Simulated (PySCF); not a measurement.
# Correlation energy of K⁶⁺ (potassium, charge +6)

Starting occupation: [Ne] 3s2 3p1, 3p1/2 with m_j = +1/2. All numbers are calculated (PySCF 2.14, X2C-1e with screened-nucleus spin-orbit coupling, Gaussian nucleus, in an even-tempered Gaussian basis (20 s from 0.27 bohr⁻², ratio 2.4; 13 p from 0.35 bohr⁻², ratio 2.4; 5 d from 1.8 bohr⁻², ratio 2.6; 5 f from 2.7 bohr⁻², ratio 2.6)). Frozen: 1s2; 11 electrons correlated; the 52 highest virtual spinors left out.

MP2 pair energies summed by pair of shells (mhartree):

```json
{"pair": "2p1/2-2p3/2", "energy": "-90.85", "share (%)": "23.6"}
{"pair": "2p3/2-2p3/2", "energy": "-89.35", "share (%)": "23.3"}
{"pair": "2p3/2-2s1/2", "energy": "-40.64", "share (%)": "10.6"}
{"pair": "3s1/2-3s1/2", "energy": "-33.10", "share (%)": "8.6"}
{"pair": "2p3/2-3s1/2", "energy": "-23.84", "share (%)": "6.2"}
{"pair": "3p1/2-3s1/2", "energy": "-22.96", "share (%)": "6.0"}
{"pair": "2p1/2-2p1/2", "energy": "-20.28", "share (%)": "5.3"}
{"pair": "2p1/2-2s1/2", "energy": "-19.66", "share (%)": "5.1"}
{"pair": "2p1/2-3s1/2", "energy": "-10.99", "share (%)": "2.9"}
{"pair": "2p3/2-3p1/2", "energy": "-10.58", "share (%)": "2.8"}
{"pair": "2s1/2-2s1/2", "energy": "-10.11", "share (%)": "2.6"}
{"pair": "2s1/2-3s1/2", "energy": "-5.08", "share (%)": "1.3"}
{"pair": "2p1/2-3p1/2", "energy": "-4.19", "share (%)": "1.1"}
{"pair": "2s1/2-3p1/2", "energy": "-2.63", "share (%)": "0.7"}
```

Total MP2 correlation energy: -384.26 mhartree.
